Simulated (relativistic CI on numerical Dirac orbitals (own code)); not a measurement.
# Hyperfine structure of Mo XX, mass number 95

Computed by Dirac-Coulomb-Breit CI, KLI orbitals optimised for each configuration, model QED (radiative potential, 1s self-energy scaled to tabulated hydrogen-like ionisation energies), unscaled Slater integrals (own radial code, finite nucleus).

Configuration list (outside the closed core [Ne]): 3s2.3p6.3d5, 3s2.3p5.3d6, 3s2.3p4.3d7, 3s.3p6.3d6, 3p6.3d7, 3s.3p5.3d7, 3s2.3p6.3d4.4s, 3s2.3p6.3d4.4p, 3s2.3p6.3d4.4d, 3s2.3p6.3d4.4f, 3s2.3p5.3d5.4s, 3s2.3p6.3d3.4s2, 3s2.3p6.3d4.5s, 3s2.3p6.3d3.4p2, 3s2.3p6.3d3.4s.4d, 3p6.3d6.4s. Levels of other configurations are missing.

Nuclear spin I = 5/2, μ = -0.9132 μN, Q = -0.022 b (tables of Stone and Pyykkö). The electronic factors are computed for point nuclear moments, without core polarisation or the Bohr-Weisskopf and QED corrections.

```json
{"Level": "3s2.3p6.3d5 4G_7/2", "E (cm⁻¹)": "102900.6", "A (MHz)": "-2036", "B (MHz)": "-86.2"}
{"Level": "3s2.3p6.3d5 4P_3/2", "E (cm⁻¹)": "104385.7", "A (MHz)": "-1774", "B (MHz)": "-103"}
{"Level": "3s2.3p6.3d5 4G_11/2", "E (cm⁻¹)": "104492.6", "A (MHz)": "-2077", "B (MHz)": "0.703"}
{"Level": "3s2.3p6.3d5 4G_5/2", "E (cm⁻¹)": "104826.6", "A (MHz)": "-1772", "B (MHz)": "-53.6"}
{"Level": "3s2.3p6.3d5 4G_9/2", "E (cm⁻¹)": "107310.5", "A (MHz)": "-1961", "B (MHz)": "-63.8"}
{"Level": "3s2.3p6.3d5 4P_1/2", "E (cm⁻¹)": "111867.6", "A (MHz)": "1039", "B (MHz)": ""}
{"Level": "3s2.3p6.3d5 4D_7/2", "E (cm⁻¹)": "126330.3", "A (MHz)": "-1363", "B (MHz)": "-49"}
{"Level": "3s2.3p6.3d5 4D_5/2", "E (cm⁻¹)": "134061.8", "A (MHz)": "-1829", "B (MHz)": "28.8"}
```

Levels with J = 0, under 50 % of one LS term, or S terms without an open s electron are left out. Small factors come from cancelling terms and can be off by tens of per cent or more.

At this charge energies of transitions that change n are usually good to better than 1 %, and those within a shell (Δn = 0) to a few per cent. Terms inside the open d or f shell come out 10 to 20 % too wide with unscaled integrals.

Question: Give the hyperfine levels of 3s2.3p6.3d5 4G_7/2 relative to its centre of gravity.

Answer: With K = F(F + 1) − I(I + 1) − J(J + 1), E = AK/2 + B[¾K(K + 1) − I(I + 1)J(J + 1)]/[2I(2I − 1)J(2J − 1)]: F = 1: 22860, F = 2: 18810, F = 3: 12730, F = 4: 4608, F = 5: -5577, F = 6: -17840 MHz.

LS names give the leading component of a level, which can be under half, so a name can repeat, a term be missing and a line seem to break the LS rules.
